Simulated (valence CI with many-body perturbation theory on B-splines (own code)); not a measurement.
**Lu58+: calculated level list**

Method: valence CI with perturbative core correlation (CI+MBPT): three valence electrons over a frozen Dirac-Fock core [Ne], radial functions for each j: 11 s, 11 p, 10 d, 8 f, 5 g, 2 h, with the one-electron correlation potential Σ1 (screened to all orders), the two-electron term Σ2, the three-electron term Σ3, Breit, model QED; selected single and double excitations, second order for the rest, scaled by the run's own slope (own B-spline code, finite nucleus).

The last digits are not significant, and no measured levels were compared; by estimate large intervals hold to a few tenths of a per cent, small ones and those within an open d or f shell to about a per cent.

Levels 91 to 135 of 157, with energies above the lowest level, (3s^2 3p1/2) J=1/2. "Leading %" is the weight of the configuration and term that name the level; weights of strongly mixed levels are sums over their largest components and can fall short. In the jj column 3d3/2^4 stands for four electrons in 3d with j = 3/2. Lifetimes count E1, E2, E3, M1 and M2 decay at the calculated energies, and are blank where another channel may lead or the interval is too uncertain; long ones can be off by a factor of two.

| No. | Configuration | Term | J | E (eV) | Leading % | Second component | g | Lifetime | Leading jj |
| --- | --- | --- | --- | --- | --- | --- | --- | --- | --- |
| 91 | 3p 3d2 | 4G° | 9/2 | 1461.0 | 29 | 24 % 3p 3d2 2H° | 1.111 | 2.98 ps | 3p1/2 3d5/2^2 (97 %) |
| 92 | 3p 3d2 | 2P° | 3/2 | 1467.4 | 29 | 24 % 3p 3d2 4P° | 1.330 | 1.91 ps | 3p1/2 3d5/2^2 (99 %) |
| 93 | 3p 3d2 | 2F° | 5/2 | 1469.5 | 39 | 22 % 3p 3d2 4D° | 1.093 | 2.29 ps | 3p1/2 3d5/2^2 (98 %) |
| 94 | 3p2 3d | 4F | 9/2 | 1474.1 | 62 | 38 % 3p2 3d 2G | 1.236 | 416 fs | 3p3/2^2 3d5/2 (99 %) |
| 95 | 3p2 3d | 2F | 7/2 | 1475.0 | 52 | 38 % 3p2 3d 4D | 1.232 | 386 fs | 3p3/2^2 3d5/2 (98 %) |
| 96 | 3p2 3d | 2P | 1/2 | 1488.4 | 53 | 30 % 3p2 3d 2S | 1.265 | 342 fs | 3p3/2^2 3d5/2 (96 %) |
| 97 | 3p 3d2 | 2P° | 1/2 | 1495.6 | 73 | 19 % 3p 3d2 4D° | 0.650 | 1.67 ps | 3p1/2 3d5/2^2 (97 %) |
| 98 | 3p2 3d | 2D | 5/2 | 1503.8 | 76 | 16 % 3p2 3d 4D | 1.198 | 387 fs | 3p3/2^2 3d5/2 (99 %) |
| 99 | 3p2 3d | 2P | 3/2 | 1515.5 | 45 | 27 % 3p2 3d 2D | 1.188 | 322 fs | 3p3/2^2 3d5/2 (95 %) |
| 100 | 3p2 3d | 2D | 5/2 | 1518.2 | 52 | 18 % 3p2 3d 2F | 1.159 | 331 fs | 3p3/2^2 3d5/2 (94 %) |
| 101 | 3p 3d2 | 4F° | 3/2 | 1615.8 | 31 | 25 % 3p 3d2 4D° | 0.873 | 270 fs | 3p3/2 3d3/2^2 (98 %) |
| 102 | 3p 3d2 | 4F° | 5/2 | 1622.6 | 38 | 20 % 3p 3d2 2F° | 0.978 | 284 fs | 3p3/2 3d3/2^2 (94 %) |
| 103 | 3p 3d2 | 4D° | 1/2 | 1623.9 | 74 | 22 % 3p 3d2 2P° | 0.225 | 266 fs | 3p3/2 3d3/2^2 (98 %) |
| 104 | 3p 3d2 | 2G° | 7/2 | 1624.4 | 33 | 25 % 3p 3d2 2F° | 1.046 | 296 fs | 3p3/2 3d3/2^2 (95 %) |
| 105 | 3p 3d2 | 2P° | 3/2 | 1647.4 | 28 | 21 % 3p 3d2 4D° | 1.388 | 270 fs | 3p3/2 3d3/2^2 (90 %) |
| 106 | 3p 3d2 | 4G° | 9/2 | 1667.7 | 55 | 21 % 3p 3d2 4F° | 1.172 | 441 fs | 3p3/2 3d3/2 3d5/2 (99 %) |
| 107 | 3p 3d2 | 4F° | 7/2 | 1672.6 | 31 | 21 % 3p 3d2 4D° | 1.191 | 411 fs | 3p3/2 3d3/2 3d5/2 (99 %) |
| 108 | 3p 3d2 | 2H° | 11/2 | 1681.3 | 52 | 48 % 3p 3d2 4G° | 1.165 | 526 fs | 3p3/2 3d3/2 3d5/2 (91 %) |
| 109 | 3p 3d2 | 4P° | 5/2 | 1683.9 | 46 | 38 % 3p 3d2 4D° | 1.422 | 401 fs | 3p3/2 3d3/2 3d5/2 (99 %) |
| 110 | 3p 3d2 | 2S° | 1/2 | 1685.0 | 45 | 29 % 3p 3d2 4P° | 1.724 | 369 fs | 3p3/2 3d3/2 3d5/2 (99 %) |
| 111 | 3p 3d2 | 4D° | 3/2 | 1686.3 | 45 | 30 % 3p 3d2 2D° | 1.167 | 362 fs | 3p3/2 3d3/2 3d5/2 (96 %) |
| 112 | 3p 3d2 | 2F° | 5/2 | 1686.7 | 47 | 40 % 3p 3d2 4D° | 1.057 | 378 fs | 3p3/2 3d3/2 3d5/2 (99 %) |
| 113 | 3p 3d2 | 2G° | 7/2 | 1691.1 | 35 | 30 % 3p 3d2 4D° | 1.134 | 418 fs | 3p3/2 3d3/2 3d5/2 (98 %) |
| 114 | 3p 3d2 | 2G° | 7/2 | 1702.5 | 38 | 21 % 3p 3d2 4F° | 1.122 | 382 fs | 3p3/2 3d3/2 3d5/2 (91 %) |
| 115 | 3p 3d2 | 2D° | 5/2 | 1705.9 | 57 | 14 % 3p 3d2 2F° | 1.182 | 360 fs | 3p3/2 3d3/2 3d5/2 (91 %) |
| 116 | 3p 3d2 | 2P° | 3/2 | 1708.4 | 41 | 18 % 3p 3d2 2D° | 1.142 | 349 fs | 3p3/2 3d3/2 3d5/2 (95 %) |
| 117 | 3p 3d2 | 2G° | 9/2 | 1709.4 | 75 | 19 % 3p 3d2 2H° | 1.067 | 408 fs | 3p3/2 3d3/2 3d5/2 (97 %) |
| 118 | 3p 3d2 | 2D° | 3/2 | 1718.3 | 54 | 16 % 3p 3d2 4S° | 1.126 | 350 fs | 3p3/2 3d3/2 3d5/2 (94 %) |
| 119 | 3p 3d2 | 2F° | 5/2 | 1722.2 | 60 | 25 % 3p 3d2 2D° | 0.986 | 377 fs | 3p3/2 3d3/2 3d5/2 (93 %) |
| 120 | 3p 3d2 | 2P° | 1/2 | 1727.4 | 78 | 7 % 3p 3d2 4D° | 0.709 | 349 fs | 3p3/2 3d3/2 3d5/2 (91 %) |
| 121 | 3p 3d2 | 4G° | 11/2 | 1736.3 | 52 | 48 % 3p 3d2 2H° | 1.175 | 829 fs | 3p3/2 3d5/2^2 (91 %) |
| 122 | 3p 3d2 | 2D° | 5/2 | 1747.0 | 41 | 21 % 3p 3d2 4P° | 1.188 | 624 fs | 3p3/2 3d5/2^2 (90 %) |
| 123 | 3p 3d2 | 2F° | 7/2 | 1748.2 | 51 | 35 % 3p 3d2 4D° | 1.217 | 711 fs | 3p3/2 3d5/2^2 (96 %) |
| 124 | 3p 3d2 | 4F° | 9/2 | 1750.9 | 52 | 44 % 3p 3d2 2G° | 1.208 | 636 fs | 3p3/2 3d5/2^2 (97 %) |
| 125 | 3p 3d2 | 2P° | 1/2 | 1767.1 | 73 | 16 % 3p 3d2 2S° | 0.859 | 545 fs | 3p3/2 3d5/2^2 (92 %) |
| 126 | 3p 3d2 | 2F° | 7/2 | 1781.0 | 55 | 16 % 3p 3d2 4D° | 1.139 | 538 fs | 3p3/2 3d5/2^2 (96 %) |
| 127 | 3p 3d2 | 2P° | 3/2 | 1783.2 | 71 | 9 % 3p 3d2 2D° | 1.285 | 628 fs | 3p3/2 3d5/2^2 (98 %) |
| 128 | 3p 3d2 | 2D° | 5/2 | 1783.8 | 62 | 16 % 3p 3d2 2F° | 1.153 | 541 fs | 3p3/2 3d5/2^2 (98 %) |
| 129 | 3p 3d2 | 2P° | 3/2 | 1799.2 | 54 | 20 % 3p 3d2 2D° | 1.240 | 484 fs | 3p3/2 3d5/2^2 (94 %) |
| 130 | 3d3 | 4F | 3/2 | 1831.2 | 47 | 38 % 3d3 2D | 0.701 | 276 fs | 3d3/2^3 (98 %) |
| 131 | 3d3 | 4F | 5/2 | 1888.5 | 83 | 15 % 3d3 2D | 1.048 | 384 fs | 3d3/2^2 3d5/2 (99 %) |
| 132 | 3d3 | 4P | 3/2 | 1896.0 | 39 | 31 % 3d3 4F | 1.180 | 367 fs | 3d3/2^2 3d5/2 (98 %) |
| 133 | 3d3 | 2H | 9/2 | 1897.7 | 46 | 41 % 3d3 2G | 1.032 | 437 fs | 3d3/2^2 3d5/2 (99 %) |
| 134 | 3d3 | 2G | 7/2 | 1898.5 | 49 | 33 % 3d3 4F | 1.037 | 410 fs | 3d3/2^2 3d5/2 (97 %) |
| 135 | 3d3 | 4P | 1/2 | 1902.0 | 58 | 41 % 3d3 2P | 1.828 | 361 fs | 3d3/2^2 3d5/2 (99 %) |
